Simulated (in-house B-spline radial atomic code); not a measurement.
**RPA and G0W0 on SCAN: Si7+**

Configuration [He] 2s2 2p3, highest spin, mean-field start SCAN. Computed with an all-electron radial atomic-structure program (B-spline basis): all electrons, non-relativistic, point nucleus, each spin shell either full or empty, empty states to l = 9 with an (l + 1/2)⁻⁴ tail; G0W0 by contour deformation at full frequency.

Command:
```bash
python run_gw.py task.json out
```
Settings (radii: box in bohr, nucleus in fm):
```
Z                        14
electrons                7
configuration            [He] 2s2 2p3
hamiltonian              nr
method                   scan,scan
lmax                     9
spin_polarised           True
box_radius               8.41
intervals                46
```

Time taken, with all properties: 1.2 s on 1 thread of Arm Neoverse N1, on a shared host.

Energies (hartree):

| term | value |
| --- | --- |
| mean-field total | -262.84983 |
| Hartree-Fock functional on these orbitals | -262.63232 |
| direct second order | -0.42653 |
| second-order exchange | 0.20848 |
| SOSEX correction | 0.188 |

Q: What is the RPA correlation energy, and what remains with SOSEX?

A: RPA gives -0.38454 hartree (-1.49 eV per electron); RPA + SOSEX gives -0.19654, and the second-order doubles -0.21805 hartree (no singles). SOSEX takes back 49 % of the RPA value.

Quasi-particle levels (eV):

```csv
level,occupied,mean field,Σx - vxc,Σc,QP weight,G0W0
2p up,yes,-284.12,-21.32,?,?,?
2s down,yes,-305.54,-14.25,-3.22,0.974,-323.01
1s down,yes,-2007.02,-78.50,15.97,0.928,-2069.55
2p down,no,-263.88,21.75,-4.10,0.981,-246.23
```

G0W0 = mean field + (Σx - vxc) + Σc, with Σc (partial-wave tail included) taken at the quasi-particle energy. Levels of low weight are left out.

Q: Where does G0W0 put 2p up?

A: At -303.65 eV, with Σc = 1.79 eV and a quasi-particle weight of 0.973. The tabulated removal energy is 303.59 ± 0.05 eV (NIST, semi-empirical); the calculation leaves out relativity, Breit and QED terms, and what these don't explain is the method's own error.
